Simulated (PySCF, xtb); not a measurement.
C2H4BFO2, SMILES CC(=O)B(O)F.

GFN2-xTB in xtb at its own geometry gives an orbital gap of 2.65 eV and a dipole moment of 0.70 D.

Geometry: B3LYP-D3(BJ)/def2-SVP. The structure was generated by enumeration, and PubChem lists no compound with its InChIKey, so it may never have been made. Other conformers were not sampled.

What does PySCF with PBE/def2-TZVP give? (Estimate from the structure and the level; the computed values follow.)

gap 2.90 eV (levels -5.98 and -3.08 eV), dipole 1.47 D.
